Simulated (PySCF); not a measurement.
# C₆ coefficients of unlike pairs at M06-2X

Calculated with PySCF 2.14 from the dipole response of each species, C₆(A,B) = (3/π) ∫ α_A(iu) α_B(iu) du, in atomic units, from isotropic polarisabilities. For ions this is the dispersion term alone; charge-induced terms of lower order in 1/R come first.

```csv
species,configuration,basis,relativity,α (bohr³),C₆ (like pair)
Cs⁺,[Xe] (1S),aug-cc-pVTZ-X2C (9s8p6d3f),spin-free X2C,15.19,122.0
Lu³⁺,[Xe] 4f14 (1S),"x2c-TZVPPall with one added diffuse shell each of s, p, d type (12s8p8d2f2g)",spin-free X2C,4.165,20.07
Kr,[Kr] (1S),aug-cc-pVTZ-PP with ECP10MDF (6s5p4d2f),core potential,17.18,131.7
```

(1) Estimate C₆ for Kr with Cs⁺.

No spin-orbit coupling is included.

The other pairs:

| pair | C₆ |
| --- | --- |
| Lu³⁺, Cs⁺ | 45.56 |
| Kr, Lu³⁺ | 45.97 |

Results:

(1) The integral gives 126.4. The combination rule 2 C_A C_B / (C_A α_B/α_A + C_B α_A/α_B) gives 126.3 and the geometric mean 126.8.
